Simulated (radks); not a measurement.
Values are calculated unless marked as measured or tabulated.
Q: The lithium ion Li2+, 1 electrons, occupied as 2s1 (not the ground configuration). Level of theory: scalar-relativistic Kohn-Sham, PBE, spin-unpolarised, spherical densities, finite nucleus; Fermi nuclear charge, rms radius 2.444 fm; without spin polarisation the odd electron is poorly described (a radial shooting solver on a logarithmic mesh with Libxc functionals). Some entries of the table are withheld. Estimate them.

| orbital | occ. | eigenvalue (eV) | <r> (bohr) |
|---|---|---|---|
| 1s | 0 | -118.7482 | (1) |
| 2s | 1 | -25.8845 | (2) |
| 2p | 0 | -24.7212 | 1.734 |
| 3d | 0 | (3) | 3.685 |

A: 
(1) 1s <r> (bohr): 0.4841
(2) 2s <r> (bohr): 1.994
(3) 3d eigenvalue (eV): -8.8838
